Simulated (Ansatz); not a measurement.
Basis-set extrapolation for `BN[SiH2]NC` (PBE0-D4/def2-TZVP geometry, frozen core, Ansatz 0.2.0). Multiplicity 1, RHF reference.

```
                      def2-TZVPP   def2-QZVPP
                 HF  -465.790429  -465.808814
    MP2 correlation    -0.827567    -0.884581
CCSD(T) correlation    -0.914210      not run
```

Energies in hartree. Use E(X) = E(∞) + A·exp(−7.88·√X) for Hartree–Fock and E(X) = E(∞) + B·X^(−2.97) for correlation, with X = 3 and 4, and add CCSD(T) minus MP2 of the smaller set to the MP2 limit.

**Question.** What is the CCSD(T) energy at the basis-set limit?

**Answer.** HF limit: -465.808814 + (-0.018385) × 0.13774 = -465.81135. MP2 limit: -0.884581 + (-0.057014) × 0.74074 = -0.92681. Higher-order term: -0.914210 − (-0.827567) = -0.08664. Total: -466.82480 hartree, 3.27 eV below CCSD(T)/def2-TZVPP.
